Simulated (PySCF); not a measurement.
VOBr₂, SMILES [O]=[V]([Br])[Br] (connectivity only; charge and spin as stated), neutral, multiplicity 2. Atoms are numbered in the order given.

```xyz
4

V      0.0000     0.0000     0.6195
O      0.0000     0.0000     2.1684
Br     0.0000    -2.0626    -0.4514
Br     0.0000     2.0626    -0.4514
```
Charge 0, spin multiplicity 2.

Geometry: B3LYP-D3(BJ)/def2-SVP. The spin state was assumed, not searched.

All values below come from TDA-CAM-B3LYP/def2-SVPD (PySCF 2.14.0).

Vertical excitations. Isolated molecule, no solvent.

Computed UV-visible absorptions:
```json
[
 {"state": "root 1", "energy (eV)": "0.46", "λ (nm)": "2681", "f": "0.000", "main pairs": "α HOMO−1→LUMO 61 %, α HOMO−4→LUMO 23 %, α HOMO−6→LUMO 15 %"},
 {"state": "root 2", "energy (eV)": "1.90", "λ (nm)": "651", "f": "0.001", "main pairs": "α HOMO−1→LUMO+1 64 %, α HOMO−4→LUMO+1 21 %, α HOMO−6→LUMO+1 12 %"},
 {"state": "root 3", "energy (eV)": "2.82", "λ (nm)": "439", "f": "0.003", "main pairs": "α HOMO−1→LUMO+2 65 %, α HOMO−4→LUMO+2 20 %, α HOMO−6→LUMO+2 12 %"},
 {"state": "root 4", "energy (eV)": "2.89", "λ (nm)": "428", "f": "0.000", "main pairs": "α HOMO→LUMO 96 %"},
 {"state": "root 5", "energy (eV)": "3.15", "λ (nm)": "394", "f": "0.001", "main pairs": "α HOMO−3→LUMO 64 %, β HOMO−3→LUMO 31 %"},
 {"state": "root 6", "energy (eV)": "3.29", "λ (nm)": "377", "f": "0.012", "main pairs": "α HOMO−2→LUMO 74 %, β HOMO−1→LUMO 20 %"},
 {"state": "root 7", "energy (eV)": "3.33", "λ (nm)": "372", "f": "0.000", "main pairs": "α HOMO−4→LUMO 60 %, α HOMO−1→LUMO 28 %"},
 {"state": "root 8", "energy (eV)": "3.42", "λ (nm)": "362", "f": "0.006", "main pairs": "α HOMO−1→LUMO+3 65 %, α HOMO−4→LUMO+3 20 %, α HOMO−6→LUMO+3 10 %"},
 {"state": "root 9", "energy (eV)": "3.44", "λ (nm)": "361", "f": "0.000", "main pairs": "β HOMO→LUMO 97 %"},
 {"state": "root 10", "energy (eV)": "3.74", "λ (nm)": "332", "f": "0.002", "main pairs": "α HOMO−5→LUMO 92 %, β HOMO−4→LUMO 5 %"}
]
```
Unrestricted roots are not spin-pure.
